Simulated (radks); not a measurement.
Neutral tantalum inside a hard spherical wall (all orbitals vanish at R), configuration held at [Xe] 4f14 5d3 6s2 and not refilled when levels cross. Calculated with a radial shooting solver on a logarithmic mesh with Libxc functionals: scalar-relativistic Kohn-Sham, LDA (Slater exchange, Perdew-Wang correlation), spin-polarised, spherical densities, finite nucleus; open shells are filled with parallel spins first (spin-orbit coupling, left out, can overturn this in heavy ions); Fermi nuclear charge, rms radius 5.3507 fm. Eigenvalues in eV for spin up, with the zero of energy where the potential of the charges vanishes at infinity; a dash marks a level that is unbound or too diffuse for the functional's potential to be trusted. A positive occupied level is held by the wall or, in an anion where self-interaction has pushed it up, behind a barrier. The pressure on the wall is -dE/dV.

R (bohr) = free: E (hartree) -15593.1192; kinetic (hartree) 17122.287; e(5p) -39.965; e(4f) -24.831; e(6s) -6.011; e(5d) -4.334; e(6p, empty) -1.659; e(7s, empty) -0.076; pressure (GPa) 0
R (bohr) = 15: E (hartree) -15593.1192; kinetic (hartree) 17122.287; e(5p) -39.965; e(4f) -24.831; e(6s) -6.011; e(5d) -4.334; e(6p, empty) -1.656; e(7s, empty) 0.236; pressure (GPa) < 0.0001
R (bohr) = 12: E (hartree) -15593.1191; kinetic (hartree) 17122.287; e(5p) -39.960; e(4f) -24.826; e(6s) -6.007; e(5d) -4.329; e(6p, empty) -1.631; e(7s, empty) 0.730; pressure (GPa) 0.000934
R (bohr) = 10: E (hartree) -15593.1186; kinetic (hartree) 17122.293; e(5p) -39.923; e(4f) -24.788; e(6s) -5.979; e(5d) -4.296; e(6p, empty) -1.535; e(7s, empty) 1.648; pressure (GPa) 0.0147
R (bohr) = 7: E (hartree) -15593.1010; kinetic (hartree) 17122.421; e(5p) -39.272; e(4f) -24.116; e(6s) -5.432; e(5d) -3.720; e(6p, empty) -0.413; e(7s, empty) 7.040; pressure (GPa) 1.01
R (bohr) = 6: E (hartree) -15593.0609; kinetic (hartree) 17122.651; e(5p) -38.352; e(4f) -23.149; e(6s) -4.553; e(5d) -2.897; e(6p, empty) 1.100; e(7s, empty) 12.529; pressure (GPa) 4.45
R (bohr) = 4: E (hartree) -15592.4533; kinetic (hartree) 17125.192; e(5p) -32.239; e(4f) -16.376; e(6s) 4.241; e(5d) 3.324; e(6p, empty) 14.287; e(7s, empty) 50.107; pressure (GPa) 127
R (bohr) = 3: E (hartree) -15590.3535; kinetic (hartree) 17133.059; e(5p) -22.447; e(4f) -4.851; e(6s) 27.305; e(5d) 15.683; e(6p, empty) 45.201; e(7s, empty) 123.08; pressure (GPa) 1140
R (bohr) = 2.5: E (hartree) -15586.6019; kinetic (hartree) 17146.798; e(5p) -10.460; e(4f) 8.835; e(6s) 61.570; e(5d) 31.905; e(6p, empty) 87.331; e(7s, empty) 212.77; pressure (GPa) 4530
R (bohr) = 2: E (hartree) -15575.1073; kinetic (hartree) 17186.608; e(5p) 18.529; e(4f) 37.955; e(6s) 147.63; e(5d) 70.631; e(6p, empty) 186.23; e(7s, empty) 408.38; pressure (GPa) 23500
R (bohr) = 1.5: E (hartree) -15530.5311; kinetic (hartree) 17327.970; e(5p) 111.87; e(4f) 110.39; e(6s) 404.22; e(5d) 187.64; e(6p, empty) 465.20; e(7s, empty) 921.43; pressure (GPa) 182000
